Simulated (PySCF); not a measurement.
## Two-component Hartree-Fock for Ta(49+) (tantalum, charge +49)

Start: [Ar] 3d6; 3d3/2 filled at m_j = -3/2, -1/2, +1/2, +3/2; 3d5/2 filled at m_j = +3/2, +5/2. Calculated with PySCF 2.14 in an uncontracted even-tempered set (15 s from 13 bohr⁻², ratio 2.8; 13 p from 16 bohr⁻², ratio 2.8; 8 d from 16 bohr⁻², ratio 2.8; 3 f from 57 bohr⁻², ratio 3): generalised Hartree-Fock with the X2C-1e Hamiltonian and a Gaussian nucleus; one run each with spin-orbit coupling (SO) switched off, then screened by Boettger's factors.

| spinor shell | electrons | ε, spin-free (eV) | ε, screened SO (eV) | weight of nominal j (screened SO) | rms radius, screened SO (bohr) |
| --- | --- | --- | --- | --- | --- |
| 1s1/2 | 2 | -70705.0 | -70681.8 | 1.000 | 0.0211 |
| 2s1/2 | 2 | -14636.5 | -14627.5 | 1.000 | 0.0849 |
| 2p1/2 | 2 | -13192.4 | -14112.4 | 1.000 | 0.0722 |
| 2p3/2 | 4 | -13192.4 | -12811.2 | 1.000 | 0.0793 |
| 3s1/2 | 2 | -5334.0 | -5331.2 | 1.000 | 0.211 |
| 3p1/2 | 2 | -4891.4 | -5123.0 | 0.999 | 0.201 |
| 3d3/2 | 4 | -4450.0 | -4482.2 | 0.989 | 0.186 |
| 3d5/2 | 2 | -4450.0 | -4414.8 | 0.989 | 0.189 |

(1) Where does 3p3/2 lie, and what is the 3p spin-orbit splitting (screened SO)?

```
   quantity     spin-free   screened SO
E (hartree)  -13591.54374  -13611.55384
        M_J             4             4
       ⟨J²⟩        20.000        20.007
       ⟨L²⟩         6.000        12.698
       ⟨S²⟩         6.000         2.949
```

Each row is a mean over spinors that exchange with the open shell spreads, by up to 39.906 eV (3p3/2).

Breit and QED terms are absent; they matter most for the inner s and p1/2 levels.

Densities and radii are taken from the X2C orbitals without a picture-change correction, which distorts them close to the nucleus.

Without spin-orbit coupling the j labels of p, d and f shells carry no meaning; the spin-free column gives the mean over the occupied spinors of each nl shell.

Answers

(1) At -4793.4 eV, 329.63 eV above 3p1/2.
